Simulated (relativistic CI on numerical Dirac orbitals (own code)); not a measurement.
**Au5+: L2,3 absorption edge**

Computed with this model: Dirac-Coulomb-Breit CI, KLI orbitals optimised for each configuration, QED by a radiative potential, multiplet model of core-to-valence dipole absorption, unscaled Slater integrals; configurations [Xe] 4f14 5d6 → [He] 2s2 2p5 3s2 3p6 3d10 4s2 4p6 4d10 4f14 5s2 5p6 5d7; 80 K; Lorentzian 7.5 eV and Gaussian 1 eV FWHM. Energies are those of the free ion, without screening or charge transfer. The branching ratio is the share of the lower-energy edge in the whole absorption, uncertain by about 0.02 where the edges overlap. S is read from ⟨S²⟩ = S(S + 1).

Field parameters in Wybourne normalisation: D3d B²₀ = −7Dσ, B⁴₀ = −14Dq − 21Dτ, B⁴₃ = −14√(10/7) Dq; Oh B⁴₀ = 21Dq, B⁴₄ = √(5/14) B⁴₀. The field is a parameter set, without covalency.

free ion: ground-state S = 1.84, centroid 12084.29 eV, branching ratio 0.910. Peaks (eV, height): 11921.0 (100), 13736.5 (10).

D3d, 10Dq = 30600, Dσ = 100, Dτ = 220 cm⁻¹: ground-state S = 0.42, centroid 12134.18 eV, branching ratio 0.883. Peaks (eV, height): 11921.5 (100), 13737.5 (13).

Oh, 10Dq = 39600 cm⁻¹: ground-state S = 0.29, centroid 12188.39 eV, branching ratio 0.853. Peaks (eV, height): 11922.0 (100), 13738.0 (17).

The statistical ratio of this edge is 2/3 = 0.667. Values above it arise where the holes sit mainly in the j = l + 1/2 valence subshell or the ground state has high spin; values below it where core-valence Coulomb terms move weight to the upper edge, as in nearly empty shells. At deep edges of heavy elements the radial integrals of the two core levels differ, which raises the baseline.

Strongest unbroadened transitions for Oh, 10Dq = 39600 cm⁻¹:

| Energy (eV) | Relative strength |
| --- | --- |
| 11921.54 | 2.4 |
| 11922.13 | 100.0 |
| 11923.75 | 0.5 |
| 11923.85 | 0.1 |
| 11924.26 | 0.1 |
| 11925.06 | 0.1 |
| 11925.22 | 0.5 |
| 11925.69 | 0.3 |
| 11925.86 | 0.1 |
| 11927.14 | 0.4 |
| 11929.03 | 0.1 |
| 11929.15 | 0.2 |
| 11930.14 | 0.1 |
| 13737.96 | 17.3 |
| 13740.08 | 0.1 |
| 13741.43 | 0.2 |
| 13743.66 | 0.1 |
| 13746.16 | 0.2 |
